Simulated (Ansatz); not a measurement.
Clusters of 4 atoms, halide: gap (eV) at several levels, gas phase, relaxed structures; Ansatz. Clusters are the lowest isomers that short searches found in that spin, judged at the geometry's level. Core potentials for Cs, I, In, Rb in the def2 sets, no spin–orbit coupling. HOMO and LUMO are taken over both spins. Singlets are spin-restricted. The structures are stationary points that may keep the symmetry of their start.

```csv
species,state,geometry,PBE-D4/def2-SVP,PBE-D4/def2-TZVP,r2SCAN-D4/def2-TZVP,PBE0-D4/def2-SVP,PBE0-D4/def2-TZVP
Li2Cl2,singlet,r2SCAN-D4/def2-TZVP,5.06,5.32,6.34,7.02,7.25
Li2I2,singlet,r2SCAN-D4/def2-TZVP,4.32,4.40,5.27,5.98,6.04
Zn2F2⁺,doublet,PBE0-D4/def2-SVP,1.17,1.11,2.04,3.19,3.17
InF3,singlet,r2SCAN-D4/def2-TZVP,4.65,4.78,5.45,7.59,7.69
Cs2Cl2,singlet,PBE-D4/def2-TZVP,3.79,4.12,5.00,5.52,5.87
```

(1) Estimate the rows for Rb2F2⁺ (doublet, PBE0-D4/def2-TZVP geometry); Cs2F2 (singlet, PBE0-D4/def2-TZVP geometry).

(1) 
| species | state | geometry | PBE-D4/def2-SVP | PBE-D4/def2-TZVP | r2SCAN-D4/def2-TZVP | PBE0-D4/def2-SVP | PBE0-D4/def2-TZVP |
| --- | --- | --- | --- | --- | --- | --- | --- |
| Rb2F2⁺ | doublet | PBE0-D4/def2-TZVP | 1.76 | 1.83 | 2.68 | 5.46 | 5.46 |
| Cs2F2 | singlet | PBE0-D4/def2-TZVP | 3.79 | 4.33 | 5.18 | 5.96 | 6.52 |
